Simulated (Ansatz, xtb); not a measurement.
## Two isomers of ClFH3Si2

Structure I: `F[SiH2][SiH]Cl`, a doublet. Structure II: `F[Si]([SiH3])Cl`, a doublet. Both are isolated molecules in the gas phase, relaxed with PBE0-D3(BJ)/def2-SVP, each in the lowest conformer that the search found.

Problem. Estimate which is lower in electronic energy at CCSD(T)/def2-SVP + ΔMP2/def2-TZVPP, and by roughly how much.

Solution. The CCSD(T)/def2-SVP + ΔMP2/def2-TZVPP calculation puts structure II lower, by 2.1 kcal/mol.

The same difference at several levels:

```csv
level,geometry,E(II) − E(I) (kcal/mol),departure from the last row (kcal/mol),"job, with rough time for the two"
GFN2-xTB,GFN2-xTB,+5.3,+7.3,"optimisation, 0.14 s"
HF/STO-3G,GFN2-xTB,−8.9,−6.8,"single point, 0.4 s"
r2SCAN-D4/def2-SVP,GFN2-xTB,−4.7,−2.6,"single point, 4.5 s"
PBE0-D3(BJ)/def2-SVP,PBE0-D3(BJ)/def2-SVP,−3.1,−1.0,"optimisation, 66 s"
HF/def2-SVP,PBE0-D3(BJ)/def2-SVP,−0.5,+1.6,part of the CCSD(T) run
MP2/def2-SVP,PBE0-D3(BJ)/def2-SVP,−2.2,−0.1,part of the CCSD(T) run
CCSD(T)/def2-SVP,PBE0-D3(BJ)/def2-SVP,−2.2,−0.2,single point
CCSD(T)/def2-SVP + ΔMP2/def2-TZVPP,PBE0-D3(BJ)/def2-SVP,−2.1,,"single point, 26 s"
```

As drawn, both hold the same kinds of bond in the same numbers.

GFN2-xTB puts the two in the other order. HF/def2-SVP finds them nearly level. The largest departure from CCSD(T)/def2-SVP + ΔMP2/def2-TZVPP is that of GFN2-xTB, 7.3 kcal/mol. The last row adds to CCSD(T) the change of the MP2 difference between the two basis sets, here +0.2 kcal/mol.

With harmonic frequencies from PBE0-D3(BJ)/def2-SVP (ideal gas, rigid rotor, one conformer each, 298.15 K, 1 atm): on the last row, ΔE + ΔZPE = −2.5 kcal/mol. A mode under 50 cm⁻¹ makes harmonic enthalpies and free energies unreliable, so none is given.

Open shells are spin-unrestricted. The correlated steps freeze 16 core orbitals. Codes used: Ansatz 0.2.0, xtb 6.7.1; the last row on 1 thread of Intel(R) Xeon(R) 6975P-C (Granite Rapids) on a shared host.
